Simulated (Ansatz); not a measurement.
Reaction (ligand exchange at the Si–S bond): `CS[SiH3]` + `O[AsH2]` → `O[AsH][SiH3]` + CH₃SH

Isolated molecules relaxed with PBE0-D4/def2-TZVP in Ansatz; ΔE leaves out vibrations. CCSD(T)/CBS is the MP2 limit (def2-TZVPP, def2-QZVPP) plus CCSD(T) − MP2 in def2-TZVPP, frozen cores. This one scheme is used for every species. For As outer-core shells are correlated without core-valence functions, which leaves a few kJ/mol of doubt a bond. Scalar relativity is left out up to krypton. One conformer a species, not always the lowest.

`CS[SiH3]`:

Cartesian coordinates in Å:
```
C 0.610 0.798 1.145
S 1.281 -0.051 -0.314
Si -0.532 -0.786 -1.140
H -0.071 1.598 0.855
H 1.458 1.233 1.674
H 0.103 0.098 1.808
H -0.162 -1.524 -2.372
H -1.462 0.328 -1.469
H -1.226 -1.695 -0.188
```

`O[AsH2]`:

Z-matrix (Å, degrees):
```
As
O 1 1.802
H 1 1.527 2 95.9
H 1 1.527 2 95.9 3 91.9
H 2 0.960 1 107.7 3 134.2
```

`O[AsH][SiH3]`:

Cartesian coordinates in Å:
```
O -1.030 -1.645 0.003
As 0.532 -1.004 0.665
Si 0.374 1.087 -0.447
H -0.921 -2.589 -0.136
H -0.049 -0.411 1.952
H 1.354 2.011 0.185
H -0.994 1.654 -0.347
H 0.734 0.897 -1.876
```

CH₃SH:

Z-matrix (Å, degrees):
```
C
S 1 1.806
H 1 1.089 2 111.5
H 1 1.089 2 111.5 3 -123.8
H 1 1.090 2 106.2 3 118.1
H 2 1.342 1 97.1 3 61.9
```

| species | CCSD/CBS(def2) energy (Eh) |
| --- | --- |
| `CS[SiH3]` | -728.50807 |
| `O[AsH2]` | -2311.95344 |
| `O[AsH][SiH3]` | -2602.23643 |
| CH₃SH | -438.21275 |

Question: Work out ΔE.

Answer: ΔE = (-2602.23643) + (-438.21275) − (-728.50807) − (-2311.95344) = 0.01233 Eh = +32.4 kJ/mol. CCSD(T)/CBS gives +32.5 kJ/mol.

Largest T1 diagnostic among the species: 0.012.

From BLYP to BHLYP (50 % exact exchange), in def2-TZVPP and without D4, ΔE moves by +5.9 kJ/mol. Leaving LDA and LC-ωPBE aside and taking each functional with its dispersion term where it has one, the values, not all of them listed here, spread over 9.0 kJ/mol, from PBE-D4 to B97M-V.
